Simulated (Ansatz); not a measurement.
A structure drawn as `C=C[N]([GeH3])C(C)(C)C`, with this starting geometry:

```xyz
23

C    -2.8317   -0.0486   -0.9969
C    -1.8252   -0.1941   -0.0370
N    -0.4148   -0.2540   -0.3961
Ge   -0.0320   -1.4473   -1.7543
C     0.5851    0.3234    0.4932
C     1.9049    0.6349   -0.2607
C     0.8619   -0.6372    1.6278
C     0.0691    1.6993    1.0985
H    -3.8140    0.0421   -0.6303
H    -2.5585    0.0549   -2.0050
H    -2.0860   -0.2001    1.0042
H     1.0305   -0.8104   -2.7437
H    -1.1732   -1.9590   -2.5010
H     0.7151   -2.7083   -1.0768
H     2.4033   -0.3158   -0.6164
H     2.6341    1.2010    0.3904
H     1.6882    1.2732   -1.1466
H     1.6744   -0.2275    2.3313
H     1.2508   -1.6147    1.2141
H     0.0083   -0.8451    2.2457
H    -0.7451    1.5198    1.7854
H    -0.2171    2.3578    0.2477
H     0.8720    2.1558    1.7267
```

Charge 0, multiplicity 1.

Q: Relax it with Ansatz at PBE-D4/def2-SVP and then PBE0-D4/def2-TZVP. Is the drawn bonding still there?

A: Yes, every drawn bond is still there and no new one forms.

Q: Give the relaxed structure. (An estimate is asked.)

A: The calculation gave: 
Z-matrix (Å, degrees):
```
Ge
N 1 1.856
H 1 1.531 2 106.9
H 1 1.539 2 111.1 3 120.6
H 1 1.540 2 109.4 3 -119.3
C 2 1.478 1 121.5 3 149.4
C 2 1.381 1 118.3 3 -14.2
C 6 1.526 2 109.0 1 36.2
C 6 1.529 2 110.3 1 153.5
C 6 1.528 2 110.5 1 -84.6
C 7 1.336 2 127.7 1 -31.3
H 7 1.087 2 114.7 1 148.1
H 8 1.092 6 109.8 2 177.3
H 8 1.092 6 112.2 2 -63.7
H 8 1.092 6 110.7 2 57.9
H 9 1.090 6 112.7 2 68.7
H 9 1.092 6 109.5 2 -171.9
H 9 1.092 6 110.5 2 -52.5
H 10 1.093 6 110.7 2 -58.8
H 10 1.093 6 111.1 2 -178.8
H 10 1.093 6 110.7 2 61.0
H 11 1.081 7 119.6 2 177.1
H 11 1.083 7 123.1 2 -2.7
```
No frequency check was run.

Atoms count as bonded under 1.1 times the sum of their covalent radii (H–H under 0.85 Å, pairs among N, O and F under 1.55 Å), and a drawn bond as lost past 1.3 times.
